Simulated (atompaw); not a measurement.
## What one change does to a pseudopotential (lanthanum (La), PAW (atompaw))

atompaw 4.2.0.5 input, output lines left out:

```
La 57
LDA-PW scalarrelativistic loggrid 2001 logderivrange -5 5 251
6 6 5 4 0 0
6 0 1.5
6 1 0
5 2 1
4 3 0
0 0 0
c
c
c
c
v
v
c
c
c
v
v
c
c
v
v
3
3.00 2.20 2.55 1.90
n
n
y
1.9
n
y
0.3
n
custom rrkj gramschmidtortho besselshape
bessel
2.50
3.00
2.15
2.65
3.00
3.00
1.95
1.95
```

All-electron outer shells of the reference configuration (LDA (PW92), scalar-relativistic, ld1.x):

```json
{"shell": "4p", "level (eV)": "-202.44", "outermost node (bohr)": "0.34", "outermost maximum (bohr)": "0.63"}
{"shell": "4d", "level (eV)": "-106.66", "outermost node (bohr)": "0.32", "outermost maximum (bohr)": "0.68"}
{"shell": "5s", "level (eV)": "-41.89", "outermost node (bohr)": "0.77", "outermost maximum (bohr)": "1.41"}
{"shell": "5p", "level (eV)": "-25.28", "outermost node (bohr)": "0.83", "outermost maximum (bohr)": "1.58"}
{"shell": "4f", "level (eV)": "-7.40", "outermost node (bohr)": "–", "outermost maximum (bohr)": "0.75"}
{"shell": "6s", "level (eV)": "-6.13", "outermost node (bohr)": "1.85", "outermost maximum (bohr)": "3.65"}
{"shell": "5d", "level (eV)": "-5.84", "outermost node (bohr)": "0.95", "outermost maximum (bohr)": "2.21"}
{"shell": "6p", "level (eV)": "-3.41", "outermost node (bohr)": "2.19", "outermost maximum (bohr)": "4.63"}
```

Change: wave 6s (bound): rc 3.00 bohr becomes 6s (bound): rc 2.20 bohr.

Cutoffs: the cutoffs (Ry, on a coarse ladder) from which the occupation-weighted sum of valence levels, in a spherical-Bessel basis at the reference potential, stays within 10 and 1 mRy of its value at 400 Ry; they do not see the model core or the augmentation charge, which bear on the density cutoff.

What does the change do?

The potential gets softer (15 Ry and 30 Ry → 15 Ry and 25 Ry); the range in which the s phases agree widens (upper end 1.7 → at the end of the scan); neither file shows a bound ghost.

| quantity | base | changed |
| --- | --- | --- |
| cutoff, loose | 15 Ry | 15 Ry |
| cutoff, tight | 30 Ry | 25 Ry |
| bound ghosts | none | none |
| s: phases at 3.00 bohr within 0.05 rad from the reference energy up to (Ry; the scan ends near 5) | 1.7 | to the end of the scan |
| p: phases at 3.00 bohr within 0.05 rad from the reference energy up to (Ry; the scan ends near 5) | to the end of the scan | to the end of the scan |
| d: phases at 3.00 bohr within 0.05 rad from the reference energy up to (Ry; the scan ends near 5) | 3.0 | 3.0 |
| f: phases at 3.00 bohr within 0.05 rad from the reference energy up to (Ry; the scan ends near 5) | 4.3 | 4.3 |
| lowest overlap eigenvalue by channel | s 0.12, p 0.12, d 0.85, f 0.41 | s 0.06, p 0.12, d 0.85, f 0.41 |

Base: The cutoffs count occupied waves only; the empty 4f level needs 30 Ry at the loose tolerance. Changed file: The cutoffs count occupied waves only; the empty 4f level needs 30 Ry at the loose tolerance. The cutoffs see the waves, projectors and local potential, not the compensation charge or the core.
